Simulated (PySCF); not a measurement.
Labels have come off several samples. The candidates:

A. `C(/OCC)([SiH3])=C\[SiH3]`
B. `InChI=1S/C4H12OSi2/c1-3(5)4-6-2-7-4/h3-5H,2,6-7H2,1H3/t3-/m0/s1`
C. `C(OC)(=O)C#C[Si@@H]([SiH3])P`

Spectrum 1. $^{1}$H NMR (300 MHz, computed): δ 4.72 (m, 1H), 4.10 (s, 3H), 3.67 (m, 3H), 1.18 (m, 2H). $^{13}$C{$^{1}$H} NMR (computed): δ 159.0 (C), 108.1 (C), 94.8 (C), 51.0 (CH3).

Spectrum 2. $^{1}$H NMR (300 MHz, computed): δ 4.96 (q, 1H), 4.23 (s, 3H), 4.22 (d, 3H), 3.73 (q, 2H), 1.44 (t, 3H). $^{13}$C{$^{1}$H} NMR (computed): δ 179.6 (C), 96.1 (CH), 64.4 (CH2), 17.1 (CH3).

Spectrum 3. $^{1}$H NMR (300 MHz, computed): δ 4.95 (m, 1H), 4.86 (m, 1H), 4.79 (m, 1H), 4.66 (m, 1H), 3.93 (m, 1H), 1.31 (m, 1H), 1.12 (d, 3H), 0.52 (m, 1H), 0.45 (m, 1H), -0.37 (br s, 1H). $^{13}$C{$^{1}$H} NMR (computed): δ 72.4 (CH), 33.7 (CH), 29.0 (CH3), -9.7 (CH2).

[PySCF 2.14.0 with density-fitted response routines: GIAO PBE0/pcSseg-1 shieldings; structure optimised with GFN2-xTB; equivalent nuclei averaged; one computed conformer; in vacuum; relativity neglected]

Scale: TMS for $^{1}$H (31.72 ppm), $^{13}$C (186.93 ppm) (reference shieldings calculated alike). Splittings of carbon signals by F and P are missing where no couplings were computed. Where no couplings were computed, multiplicities follow the n + 1 count of equivalent neighbours, and m marks all less simple cases (inequivalent or close neighbours, rings, F or P nearby). Shifts are as computed. Against solution values, carbons near 30 ppm lie about +3 ppm off and those near 130 ppm about +5 ppm. Of 1309 compounds with measured shifts, 239 miss one by over three times the rms of a fit or turn the order of signals round; such compounds aren't used in these exercises. OH and NH positions are gas-phase values without hydrogen bonding to other molecules.

Match each spectrum to its structure.

Results:

1–C, 2–A, 3–B.

- Spectrum 1 (C): 4 $^{13}$C signals; δC 159.0 is an ester carbonyl carbon; δC 94.8 is an alkyne carbon.
- Spectrum 2 (A): 4 $^{13}$C signals; δC 179.6 is an alkene carbon bearing oxygen; δC 96.1 is a β carbon of an enol-ether or enamine type C=C.
- Spectrum 3 (B): 4 $^{13}$C signals; δC 72.4 is an sp3 CH bonded to O; δC 29.0 is a methyl carbon.
